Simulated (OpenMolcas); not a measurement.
## OpenMolcas run: Te+

Input:

```
&GATEWAY
Coord
1

Te 0.0 0.0 0.0
Basis=ANO-RCC-VTZP
Group=XYZ
NoMove
AngMom=0.0 0.0 0.0
AMFI
&SEWARD
* reference wave functions (RASSCF and RASSI steps not shown): 5 electrons in 8 orbitals (5s 5p 6s 6p)
>>> COPY JOB001 $Project.JobIph
&CASPT2
Multistate=1 1
Frozen=9 9
IPEA=0.25
Imaginary=0.1
MaxIter=60
WThr=0.0 0.3 0.05
PrWF=0.5
NoMix
>>> COPY JOB002 $Project.JobIph
&CASPT2
Multistate=8 1 2 3 4 5 6 7 8
Frozen=9 9
IPEA=0.25
Imaginary=0.1
MaxIter=60
WThr=0.0 0.3 0.05
PrWF=0.5
NoMix
>>> COPY JOB003 $Project.JobIph
&CASPT2
Multistate=3 1 2 3
Frozen=9 9
IPEA=0.25
Imaginary=0.1
MaxIter=60
WThr=0.0 0.3 0.05
PrWF=0.5
NoMix
...
```

Output, cut to the results:

```
--- CASPT2 ---
Orbital specifications:
      -----------------------

      Symmetry species                           1   2
                                                ag  au
      Frozen orbitals                            9   9
      Inactive orbitals                          5   0
      Active orbitals                            2   6
      Secondary orbitals                        20  17
      Deleted orbitals                           0   0
      Number of basis functions                 36  32
Type of calculation                        SS-CASPT2
      Fock operator                              state-specific
      IPEA shift                                 0.25
      Real shift                                 0.00
      Imaginary shift                            0.10
      The input orbitals will be transformed to quasi-canonical
Reference energy:       -6788.9657779518
      E2 (Non-variational):      -0.5017517560
      Shift correction:          -0.0003054183
      E2 (Variational):          -0.5020571743
      Total energy:           -6789.4678351261
      Residual norm:              0.0000005442
      Reference weight:           0.91481
      Contributions to the CASPT2 correlation energy
      Active & Virtual Only:         -0.0556111961
      One Inactive Excited:          -0.1258396258
      Two Inactive Excited:          -0.3203009341
::    CASPT2 Root  1     Total energy:  -6789.46783513
--- CASPT2 ---
Orbital specifications:
      -----------------------

      Symmetry species                           1   2
                                                ag  au
      Frozen orbitals                            9   9
      Inactive orbitals                          5   0
      Active orbitals                            2   6
      Secondary orbitals                        20  17
      Deleted orbitals                           0   0
      Number of basis functions                 36  32
Type of calculation                        MS-CASPT2
      Fock operator                              state-specific
      IPEA shift                                 0.25
      Real shift                                 0.00
      Imaginary shift                            0.10
      The input orbitals will be transformed to quasi-canonical
Reference energy:       -6788.8964022608
      E2 (Non-variational):      -0.5129404990
      Shift correction:          -0.0003827628
      E2 (Variational):          -0.5133232618
      Total energy:           -6789.4097255226
      Residual norm:              0.0000003895
      Reference weight:           0.90715
      Contributions to the CASPT2 correlation energy
      Active & Virtual Only:         -0.0677263442
      One Inactive Excited:          -0.1249083191
      Two Inactive Excited:          -0.3203058357
Reference energy:       -6788.8964022608
      E2 (Non-variational):      -0.5132082403
      Shift correction:          -0.0003858032
      E2 (Variational):          -0.5135940435
      Total energy:           -6789.4099963043
      Residual norm:              0.0000003886
      Reference weight:           0.90689
      Contributions to the CASPT2 correlation energy
      Active & Virtual Only:         -0.0679546054
      One Inactive Excited:          -0.1249477728
      Two Inactive Excited:          -0.3203058621
::    CASPT2 Root  1     Total energy:  -6789.40972552
::    CASPT2 Root  2     Total energy:  -6789.40999630
::    CASPT2 Root  3     Total energy:  -6789.41013514
::    CASPT2 Root  4     Total energy:  -6789.41016496
::    CASPT2 Root  5     Total energy:  -6789.40988516
::    CASPT2 Root  6     Total energy:  -6789.36837326
::    CASPT2 Root  7     Total energy:  -6789.36836335
::    CASPT2 Root  8     Total energy:  -6789.36836335
::    MS-CASPT2 Root  1     Total energy:  -6789.41100396
::    MS-CASPT2 Root  2     Total energy:  -6789.41018541
::    MS-CASPT2 Root  3     Total energy:  -6789.41016472
::    MS-CASPT2 Root  4     Total energy:  -6789.41005727
::    MS-CASPT2 Root  5     Total energy:  -6789.40849573
::    MS-CASPT2 Root  6     Total energy:  -6789.36837326
::    MS-CASPT2 Root  7     Total energy:  -6789.36836335
::    MS-CASPT2 Root  8     Total energy:  -6789.36836335
--- CASPT2 ---
Orbital specifications:
      -----------------------

      Symmetry species                           1   2
                                                ag  au
      Frozen orbitals                            9   9
      Inactive orbitals                          5   0
      Active orbitals                            2   6
      Secondary orbitals                        20  17
      Deleted orbitals                           0   0
      Number of basis functions                 36  32
Type of calculation                        MS-CASPT2
      Fock operator                              state-specific
      IPEA shift                                 0.25
      Real shift                                 0.00
      Imaginary shift                            0.10
      The input orbitals will be transformed to quasi-canonical
Reference energy:       -6788.6177803612
      E2 (Non-variational):      -0.5036883941
      Shift correction:          -0.0013698197
      E2 (Variational):          -0.5050582138
      Total energy:           -6789.1228385749
      Residual norm:              0.0000009943
      Reference weight:           0.88080
      Contributions to the CASPT2 correlation energy
      Active & Virtual Only:         -0.0707077729
      One Inactive Excited:          -0.1126554201
      Two Inactive Excited:          -0.3203252011
Reference energy:       -6788.6177803612
      E2 (Non-variational):      -0.5036883769
      Shift correction:          -0.0013698183
      E2 (Variational):          -0.5050581952
      Total energy:           -6789.1228385564
      Residual norm:              0.0000009943
      Reference weight:           0.88080
      Contributions to the CASPT2 correlation energy
...
```

Levels above the lowest, from the spin-orbit matrix with the single-state CASPT2 energies, averaged by term, on its diagonal:

```tsv
Configuration	Term	J	E (eV)	Measured (eV)	g	Term weight %
5s2 5p3	4S*	3/2	0.0000	0.0000	1.973	96
5s2 5p3	2D*	3/2	1.453	1.2674	0.884	86
5s2 5p3	2D*	5/2	1.677	1.5401	1.200	100
5s2 5p3	2P*	1/2	2.812	2.5475	0.666	100
5s2 5p3	2P*	3/2	3.116	2.9796	1.279	84
5s 5p4	4P	5/2	9.207	8.8267	1.593	98
5s 5p4	4P	3/2	9.614	9.2856	1.727	99
5s 5p4	4P	1/2	9.777		2.657	98
5s 5p4	2D	3/2	11.477		0.816	98
5s 5p4	2D	5/2	11.656		1.209	98
```

Against the 6 measured excited levels shown (NIST Handbook of Basic Atomic Spectroscopic Data) the mean absolute deviation is 1900 cm-1; the largest miss in energy is 5s 5p4 4P 5/2: computed 9.207, measured 8.8267 eV (+4.3 %), and the largest in proportion 5s2 5p3 2D* 3/2 (+14.6 %).

CASPT2 breaks the degeneracy within a term, and the mean is taken; among the terms shown or strongly mixed into the levels shown the widest spread is 1200 cm-1 (5s 5p4 2D). Over all roots computed the reference weight is 0.82 to 0.91; the roots of lowest weight are the least certain, and an intruder state may touch them. Active for correlation alone: 6p 6s; no level in the range computed is led by a configuration that fills them, so any true level of that kind is missing. Terms of s pⁿ other than that of highest spin mix with s² pⁿ⁻² d, which this space lacks; all of them can be thousands of cm-1 off, and some have no real level of that name. Computed and measured levels are paired by configuration, term and J; levels that our copy of the source lacks, or whose pairing is in doubt (as where it misses far off the trend of its configuration), stay unpaired and out of the deviations. Only configurations of the active space appear. The first state left out of the spin-orbit step lies near 130000 cm-1 above the lowest spin-free state of the reference (among the parities and spins computed), and the list stops at four fifths of that energy or lower.

The term weight is that of the spin-free term in the level, not the purity of its configuration. * marks odd parity.
